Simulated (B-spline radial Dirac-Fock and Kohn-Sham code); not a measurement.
# X-ray scattering factor of Nd³⁺

System: Nd³⁺, [Xe] 4f1 5d2 (not the ground configuration).

The run's input, task.json:

```json
{"items": [{
  "Z": 60,
  "q": 3,
  "cfg": [[1, 0, 2], [2, 0, 2], [2, 1, 6], [3, 0, 2], [3, 1, 6], [3, 2, 10], [4, 0, 2], [4, 1, 6], [4, 2, 10], [4, 3, 1], [5, 0, 2], [5, 1, 6], [5, 2, 2]],
  "A": 142,
  "rrms": 4.9123,
  "do": ["scatter"],
  "s": [0.0, 0.06, 0.07, 0.09, 0.11, 0.13, 0.15, 0.18, 0.21, 0.25, 0.3, 0.36, 0.43, 0.51, 0.61, 0.72, 0.86, 1.02, 1.22, 1.45, 1.73, 2.06, 2.45],
  "pz": [0, 0.1, 0.13, 0.18, 0.25, 0.33, 0.45, 0.6, 0.82, 1.1, 1.5, 2.0, 2.7, 3.6, 4.9, 6.6, 9.0, 12.0, 16.0, 22.0, 30.0],
  "hv_scatter": [8047.8, 10000, 17479.3, 50000, 100000, 200000, 500000, 1000000]
}]}
```

Command: `python xray_run.py task.json out`

The computed values come from a B-spline atomic structure program: Dirac-Fock densities. f₀ is the Fourier transform of the spherical electron density, S the Waller-Hartree incoherent function, and s = sin θ/λ.

```csv
s (Å⁻¹),f₀,S
0,57.000,0.000
0.06,55.907,1.124
0.07,55.529,1.495
0.09,54.633,2.340
0.11,53.577,3.281
0.13,52.398,4.272
0.15,51.128,5.280
0.18,49.127,6.781
0.21,47.092,8.240
0.25,44.447,10.111
0.3,41.388,12.337
0.36,38.170,14.818
0.43,34.992,17.371
0.51,31.919,19.817
0.61,28.619,22.385
0.72,25.476,24.918
0.86,22.164,27.914
1.02,19.310,31.023
1.22,16.824,34.337
1.45,14.731,37.321
1.73,12.510,40.036
2.06,10.110,42.498
2.45,7.860,44.822
```

f₀ starts at the number of electrons, 57, and has fallen to half at s ≈ 0.61 Å⁻¹. The sum of ⟨r²⟩ over the electrons is 42.51 bohr².
